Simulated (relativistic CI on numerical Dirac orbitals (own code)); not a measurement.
## Slater and spin-orbit integrals, Ce25+

Method of calculation: Dirac-Coulomb-Breit CI, orbitals from a KLI potential per configuration, a model potential for QED, unscaled Slater integrals (own radial code, finite nucleus).

Slater integrals F^k, G^k are unscaled and averaged over j, outside the closed core [Ar] 3d10; ζ comes from projecting the Hamiltonian with its Breit term on Σ l·s of the shell.

- 4s2.4p3: F^2(4p,4p) = 173910, ζ(4p) = 134490 cm⁻¹; <r>(4p) = 0.5928, <r^2>(4p) = 0.3967 (bohr units).
- 4s.4p4: F^2(4p,4p) = 173870, G^1(4s,4p) = 227870, ζ(4p) = 134350 cm⁻¹; <r>(4s) = 0.5772, <r^2>(4s) = 0.374, <r>(4p) = 0.5929, <r^2>(4p) = 0.3969 (bohr units).
- 4s2.4p2.4d: F^2(4p,4p) = 173870, ζ(4p) = 134800, F^2(4p,4d) = 169550, G^1(4p,4d) = 212220, G^3(4p,4d) = 135630, ζ(4d) = 16070 cm⁻¹; <r>(4p) = 0.5929, <r^2>(4p) = 0.3969, <r>(4d) = 0.6029, <r^2>(4d) = 0.4148 (bohr units).

Averages of the first 10 configurations, taken without configuration mixing, which lowers the lowest level and can move excited configurations by several eV; other configurations of the list can lie among them:

```
Configuration  Parity  States  Average energy above the lowest level (eV)
      4s2.4p3     odd      20                                        28.6
       4s.4p4    even      30                                       110.3
   4s2.4p2.4d    even     150                                       142.4
          4p5     odd       6                                       199.8
    4s.4p3.4d     odd     400                                       220.7
   4s2.4p2.4f     odd     210                                       258.8
    4s.4p3.4f    even     560                                       337.4
       4p4.4d    even     150                                       306.8
   4s.4p2.4d2    even    1350                                       333.4
 4s2.4p.4d.4f    even     840                                       373.0
```
